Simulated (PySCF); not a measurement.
Compound: C3H5FOSi.
Atom-mapped SMILES: `[O:1]=[CH:2][Si@@H:3]1[CH2:4][C@@H:5]1[F:6]` (hydrogens: H7 on C2; H8 on Si3; H9, H10 on C4; H11 on C5)

Computed by this run: PBE0-D3(BJ)/def2-SVP geometry optimisation, gas phase in PySCF 2.14.0; density fitting, grid level 1; the optimiser is geomeTRIC in internal coordinates, started from a GFN2-xTB structure with every atom displaced at random (about 0.01 Å).

The end geometry, which sets the zero of energy:
```
atom  x, y, z in Å
O1      2.9830    0.6747    0.4754
C2      1.9088    0.1370    0.5692
Si3     0.3823    0.6583   -0.4412
C4     -1.2441    0.2307    0.4041
C5     -0.8745   -0.7294   -0.6961
F6     -0.5672   -1.9992   -0.3069
H7      1.7511   -0.7285    1.2711
H8      0.5018    1.7890   -1.3914
H9     -1.1449   -0.1753    1.4186
H10    -2.1444    0.8409    0.2720
H11    -1.5142   -0.7237   -1.5891
```

Problem. These geometries come from the run, each turned onto the end geometry. Order them by energy, lowest first.
A.
```
atom  x, y, z in Å
O1      3.0207    0.6594    0.4853
C2      1.9174    0.1379    0.5596
Si3     0.3798    0.6901   -0.4181
C4     -1.2165    0.2486    0.4104
C5     -0.8679   -0.7187   -0.7071
F6     -0.5758   -1.9835   -0.2988
H7      1.8026   -0.7350    1.2297
H8      0.4723    1.7816   -1.3763
H9     -1.2572   -0.1844    1.4245
H10    -2.1298    0.8422    0.2418
H11    -1.5079   -0.7636   -1.5651
```
B.
```
atom  x, y, z in Å
O1      2.9742    0.6995    0.4660
C2      1.9177    0.1242    0.5581
Si3     0.3784    0.6551   -0.4255
C4     -1.2546    0.2393    0.4038
C5     -0.8774   -0.7290   -0.6920
F6     -0.5511   -1.9872   -0.2789
H7      1.7967   -0.7637    1.2377
H8      0.5177    1.7973   -1.3591
H9     -1.2022   -0.1719    1.4192
H10    -2.1445    0.8581    0.2408
H11    -1.5170   -0.7470   -1.5842
```
C.
```
atom  x, y, z in Å
O1      2.9718    0.7021    0.4614
C2      1.9127    0.1303    0.5671
Si3     0.3734    0.6553   -0.4258
C4     -1.2539    0.2377    0.4067
C5     -0.8766   -0.7318   -0.6932
F6     -0.5591   -1.9914   -0.2774
H7      1.8117   -0.7694    1.2347
H8      0.5162    1.7986   -1.3609
H9     -1.2126   -0.1772    1.4220
H10    -2.1352    0.8694    0.2396
H11    -1.5107   -0.7488   -1.5883
```
D.
```
atom  x, y, z in Å
O1      2.9572    0.8050    0.4082
C2      1.9798    0.1287    0.5661
Si3     0.3885    0.5994   -0.3743
C4     -1.2773    0.2309    0.4013
C5     -0.9081   -0.7382   -0.6953
F6     -0.6548   -2.0187   -0.2992
H7      1.9578   -0.7500    1.2652
H8      0.5719    1.7406   -1.2980
H9     -1.3097   -0.1948    1.4102
H10    -2.1317    0.8855    0.2021
H11    -1.5358   -0.7136   -1.6006
```

Solution. B (0.003 eV), C (0.006 eV), D (0.030 eV), A (0.096 eV).

In the order of the answer:

| step | E above end (eV) | largest force (eV/Å) | rms force component (eV/Å) | rms distance from end (Å) | rms bond change (Å) | bond most changed (Å) |
| --- | --- | --- | --- | --- | --- | --- |
| 4 | 0.003 | 0.10 | 0.032 | 0.035 | 0.002 | Si3–C4 -0.004 |
| 3 | 0.006 | 0.30 | 0.086 | 0.040 | 0.004 | C4–C5 +0.008 |
| 1 | 0.030 | 0.79 | 0.190 | 0.113 | 0.004 | Si3–C4 -0.008 |
| 0 | 0.096 | 1.72 | 0.547 | 0.049 | 0.018 | Si3–C4 -0.030 |

The cost below is that of the whole optimisation. On one thread, Arm Neoverse N1 (aarch64), shared host with 64 logical CPUs at a one-minute load of 31, this took 67 s of wall time and 0.46 GiB of memory at its peak.
